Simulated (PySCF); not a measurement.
Job file and geometry (Å, from GFN2-xTB) of an NMR shielding run on `C[C@@]1(F)C[Si@@H](F)CS1`, C4H8F2SSi, PySCF 2.14.0, density-fitted response routines, GIAO PBE0/pcSseg-1 NMR shielding, non-relativistic, gas phase; density fitting, a coarse starting grid and PySCF grid level 2 are the driver's defaults:

```
$ OMP_NUM_THREADS=1 python probes_run.py task.json out

{"job": {"kind": "nmr", "xc": "PBE0", "basis": "pcSseg-1"}, "charge": 0, "multiplicity": 1}
C      2.276590    -0.306329    -0.344660
C      0.857254    -0.215401     0.178728
F      0.895839    -0.263457     1.569283
C      0.110414     1.051791    -0.210485
Si    -1.699144     0.778100     0.294682
F     -2.668155     1.448120    -0.809954
C     -1.762078    -1.116464     0.124718
S     -0.100616    -1.677829    -0.392864
H      2.753242    -1.202966     0.045098
H      2.263961    -0.356149    -1.429619
H      2.846818     0.563595    -0.024432
H      0.585856     1.901218     0.278947
H      0.199581     1.192681    -1.288052
H     -2.106500     1.292859     1.586408
H     -2.453966    -1.454655    -0.643456
H     -2.006695    -1.626169     1.054248
```

Task: Write the output of this run.

Result: 
```
coarse grid: 14728 points
cycle   1  E = -1043.8218055535  dE =  8.634e-01  |g| = 7.643e-01  |ddm| = 3.666e+00
cycle   2  E = -1043.7326831840  dE =  8.912e-02  |g| = 1.108e+00  |ddm| = 1.334e+00
cycle   3  E = -1043.9255557102  dE = -1.929e-01  |g| = 1.040e-01  |ddm| = 8.176e-01
cycle   4  E = -1043.9277735474  dE = -2.218e-03  |g| = 3.299e-02  |ddm| = 1.186e-01
cycle   5  E = -1043.9280189394  dE = -2.454e-04  |g| = 6.866e-03  |ddm| = 3.482e-02
cycle   6  E = -1043.9280292991  dE = -1.036e-05  |g| = 2.669e-03  |ddm| = 1.145e-02
cycle   7  E = -1043.9280307267  dE = -1.428e-06  |g| = 5.396e-04  |ddm| = 2.770e-03
final grid: 134688 points
cycle   8  E = -1043.9894061952  dE = -3.576e-05  |g| = 9.419e-03  |ddm| = 2.783e-02
cycle   9  E = -1043.9893895201  dE =  1.668e-05  |g| = 1.284e-02  |ddm| = 1.884e-02
cycle  10  E = -1043.9894271031  dE = -3.758e-05  |g| = 1.181e-03  |ddm| = 1.142e-02
cycle  11  E = -1043.9894273512  dE = -2.481e-07  |g| = 2.808e-04  |ddm| = 1.054e-03
cycle  12  E = -1043.9894273646  dE = -1.337e-08  |g| = 7.744e-05  |ddm| = 2.613e-04
cycle  13  E = -1043.9894273658  dE = -1.277e-09  |g| = 2.798e-05  |ddm| = 1.100e-04
cycle  14  E = -1043.9894273660  dE = -1.755e-10  |g| = 3.555e-06  |ddm| = 2.714e-05
converged SCF energy = -1043.9894273660

GIAO shielding tensors (ppm)
atom      isotropic    diamagn.    paramagn.     s11        s22        s33       span
  0 C      157.646     246.652     -89.006    136.522    148.803    187.614     51.093
  1 C       69.513     248.506    -178.994     42.161     64.343    102.034     59.873
  2 F      303.560     479.308    -175.748    249.247    318.625    342.807     93.560
  3 C      151.466     255.353    -103.887    135.489    138.001    180.910     45.421
  4 Si     305.718     876.629    -570.911    252.408    313.511    351.236     98.828
  5 F      370.206     465.415     -95.209    359.728    364.824    386.065     26.337
  6 C      167.815     257.466     -89.650    146.275    173.022    184.147     37.872
  7 S      395.045    1057.730    -662.685    212.222    267.302    705.610    493.388
  8 H       29.591      29.002       0.588     25.131     27.788     35.853     10.721
  9 H       30.167      29.585       0.583     26.124     28.295     36.083      9.960
 10 H       29.806      29.118       0.688     25.562     27.757     36.099     10.537
 11 H       30.054      31.579      -1.524     26.221     28.434     35.508      9.287
 12 H       30.379      32.033      -1.654     26.743     28.379     36.015      9.272
 13 H       26.026      28.198      -2.172     22.371     24.215     31.491      9.119
 14 H       29.491      29.941      -0.450     24.429     26.653     37.391     12.961
 15 H       29.119      30.294      -1.174     22.969     26.859     37.530     14.561
```

Task: Turn these shieldings into chemical shifts. References, each an isolated molecule treated in the same way: 13C (186.93 ppm) and 29Si (349.16 ppm) and 1H (31.72 ppm) vs TMS; CFCl3 for 19F (170.95 ppm); 33S (503.73 ppm) against CS2.

Result: Averaging equivalent atoms: C 1: 117.4; C 3: 35.5; C 0: 29.3; C 6: 19.1; F 2: -132.6; F 5: -199.3; Si 4: 43.4; S 7: 109; H 13: 5.69; H 15: 2.60; H 14: 2.23; H 8/9/10: 1.86; H 11: 1.66; H 12: 1.34 ppm. Unscaled 19F shifts against computed CFCl3 carry errors that often reach 10 to 50 ppm.

Size and cost of the density-fitted run: 190 basis functions, 66 s wall time on 1 thread of an Arm Neoverse N1, shared host; peak memory 0.85 GiB.
